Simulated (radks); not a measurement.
Ga3+, 28 electrons, occupied as [Ar] 3d10. All-electron calculation, scalar-relativistic Kohn-Sham, PBE, spin-unpolarised, spherical densities, finite nucleus; Fermi nuclear charge, rms radius 3.9973 fm. Program: a radial shooting solver on a logarithmic mesh with Libxc functionals.

Normalised radial functions P(r) = r R(r), r in bohr:

```
   r/bohr * 2s, o 2p, + 3p (the largest magnitude, 2.25, reaches the edge; | marks zero, & curves that meet)
 0.003731                             &    *
 0.004207                             &    *
 0.004743                             &     *
 0.005348                             &     *
 0.006029                             &      *
 0.006798                             &      *
 0.007665                             +o      *
 0.008642                             +o       *
 0.009744                             +o       *
   0.0109                             +o        *
  0.01229                             |&         *
  0.01385                             |+o        *
  0.01562                             |+o         *
  0.01761                             |+ o         *
  0.01986                             |+ o         *
  0.02239                             |+  o        *
  0.02525                             | +  o       *
  0.02846                             | +   o      *
  0.03209                             |  +   o     *
  0.03618                             |  +    o   *
  0.04047                             |   +    o*
  0.04563                             |   +    * o
  0.05145                             |    +*      o
  0.05801                             |  * +         o
  0.06541                             *     +          o
  0.07375                         *   |      +           o
  0.08315                     *       |      +             o
  0.09375                 *           |       +              o
   0.1057             *               |       +                o
   0.1192         *                   |       +                 o
   0.1333      *                      |       +                  o
   0.1503   *                         |      +                   o
   0.1695  *                          |     +                   o
   0.1911  *                          |   +                    o
   0.2154   *                         | +                    o
   0.2429     *                       +                   o
   0.2739        *                 +  |                o
   0.3088            *          +     |             o
   0.3482                *   +        |          o
   0.3925                 + *         |       o
   0.4426               +      *      |     o
    0.495              +          *   |   o
   0.5582             +            *  | o
   0.6293              +             *|o
   0.7096               +            *|o
      0.8                +            &
    0.902                  +          &
    1.017                    +        &
    1.147                      +      &
    1.293                        +    &
    1.458                          +  &
     1.63                           + &
    1.838                            +&
    2.073                            +&
    2.337                             &
    2.635                             &
    2.971                             &
```

2s: eigenvalue -1295.7 eV, 1 radial node at r = 0.0652 bohr, <r> = 0.218 bohr, 90 % of the charge inside 0.337 bohr. 2p: eigenvalue -1132.3 eV, 0 radial nodes, <r> = 0.191 bohr, 90 % of the charge inside 0.312 bohr. 3p: eigenvalue -132.49 eV, 1 radial node at r = 0.240 bohr, <r> = 0.679 bohr, 90 % of the charge inside 1.05 bohr.
